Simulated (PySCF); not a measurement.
# MS cations for M along the alkali metals

MP2 with double-zeta basis sets in PySCF, for the lowest determinant that a PBE0 search found; no spin–orbit coupling. De refers to high-spin ground-configuration atoms (the charge goes to the atom of lower measured ionisation energy or higher electron affinity, which is not always the lowest computed limit).

```
 M      basis  reference, frozen orbitals  charged atom  state (unpaired electrons)  Re (Å)  ωe (cm⁻¹)  De (eV)
Li   def2-SVP                      UHF, 5           Li+              triplet (π ↑↑)   2.543        311     0.83
 K   def2-SVP                     UHF, 10            K+              triplet (π ↑↑)   3.450        109     0.39
Rb  def2-SVPD                      UHF, 5           Rb+              triplet (π ↑↑)   3.581       90.7     0.30
Cs   def2-SVP                      UHF, 5           Cs+              triplet (π ↑↑)   3.783       83.5     0.30
```

**Question.** The row for M = Na is missing. Estimate Re, ωe and De as the mean of the rows for Li and K, and compare with the calculation.

**Answer.** The means are 2.997 Å, 210 cm⁻¹ and 0.61 eV. UHF-MP2 in def2-SVP gives NaS⁺ as a triplet (π ↑↑) with Re = 2.947 Å, ωe = 165 cm⁻¹, De = 0.58 eV, so the estimate is off by +4.9 pm, +27 % and +0.03 eV.

The rows differ in basis set, which adds steps of its own.

Correlated steps freeze the inner cores (5 to 10 orbitals); shallow outer-core shells are correlated. Weak bonds: CsS⁺, KS⁺, RbS⁺. Basis-set superposition, not corrected here, can be much of De in a small basis, most of all at correlated wavefunction levels. These are scalar-relativistic numbers at best; spin–orbit coupling would shift them, the dissociation energy most. For an ion De counts to the pair picked by the measured ionisation energies or electron affinities, which need not be the lowest pair at this level. States were picked by a PBE0 search and need not be the measured ground states.
